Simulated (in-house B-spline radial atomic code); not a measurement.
Whole-atom quantities along the 61-electron series, configuration [Xe] 4f7. Computed with a B-spline radial code for spherical atoms: non-relativistic Hartree-Fock, average of the configuration, point nuclei.

This level leaves out relativity, spin-orbit splitting included, which matters for heavy ions.

| ion | Z | E/Z² (Eh) | Σ<r²> (bohr²) | n(0)/Z³ (bohr⁻³) | Lamb diamagnetic shielding (ppm) | repulsion over attraction |
| --- | --- | --- | --- | --- | --- | --- |
| Eu2+ | 63 | -2.626 | 40.623 | 0.71123 | 6962.83 | 0.1565 |
| Gd3+ | 64 | -2.6413 | 36.12 | 0.71173 | 7106.01 | 0.15547 |
| Tb4+ | 65 | -2.6564 | 32.566 | 0.71223 | 7248.62 | 0.15436 |
